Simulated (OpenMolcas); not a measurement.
**Rh2+: moving or changing the point charges**

Rh2+ among 3 point charges of -1 e arranged as a planar triangle (D3h), 1.78 Å from the ion.
```
   1.7800    0.0000    0.0000  -1.00
  -0.8900    1.5415    0.0000  -1.00
  -0.8900   -1.5415    0.0000  -1.00
```

```
Program             : OpenMolcas
Method              : CASSCF
Basis               : ANO-RCC-VDZP [6s5p3d1f]
Scalar Hamiltonian  : DKH2, point nucleus
Active space        : 7 electrons in 5 orbitals (4d)
State averaging     : 2S+1 = 4 even, 10 roots; 2S+1 = 2 even, 40 roots
Spin-orbit coupling : RASSI with atomic mean-field integrals over the reference wave functions
```

Runs around this geometry, states (labels of D3, the rotations of D3h). Energies in cm-1 above the lowest state or level, χT in cm3 K/mol.

```json
{"R (Å)": "1.78", "q (e)": "-0.65", "Ground state": "4A2", "First state of that spin": "4E 1192", "First gap with spin-orbit (degeneracies)": "393.3 (2, 2)", "χT at 300 K": "4.396", "First state of another spin": "2E 14224"}
{"R (Å)": "1.63", "q (e)": "-1", "Ground state": "4A2", "First state of that spin": "4E 813.2", "First gap with spin-orbit (degeneracies)": "375.6 (2, 2)", "χT at 300 K": "4.160", "First state of another spin": "2E 13669"}
{"R (Å)": "1.78", "q (e)": "-1", "Ground state": "4A2", "First state of that spin": "4E 941.0", "First gap with spin-orbit (degeneracies)": "386.5 (2, 2)", "χT at 300 K": "4.267", "First state of another spin": "2E 13907"}
{"R (Å)": "1.94", "q (e)": "-1", "Ground state": "4A2", "First state of that spin": "4E 914.3", "First gap with spin-orbit (degeneracies)": "372.1 (2, 2)", "χT at 300 K": "4.423", "First state of another spin": "2E 14064"}
```

Scaling the charges by -0.65 / -1 = 0.65 scales the first state of the same spin by 1192 / 941 = 1.27; with fixed orbitals a first-order splitting would follow the charge.

Without dynamic correlation the repulsion within the d shell is too large (B by tens of per cent), so at a given field states of lower spin stand too high. Point charges give a weaker field than real ligands, and real ions of this kind are as a rule low spin; the high spin found here belongs to the model. Spin-orbit coupling mixes the spin-free states strongly: the lowest level takes only 67 % from its leading state, 4A2 (figures for R = 1.78, q = -0.65; the like holds for R = 1.63, q = -1, R = 1.78, q = -1, R = 1.94, q = -1). The ground term spreads over less than 5000 cm-1, several times less than with real ligands, so orbital moments are less quenched and χT lies further from the spin-only value than at real sites (holds for R = 1.78, q = -0.65). Point charges carry no covalency, so the field is a model and not that of real ligands. No measured value stands beside these numbers.
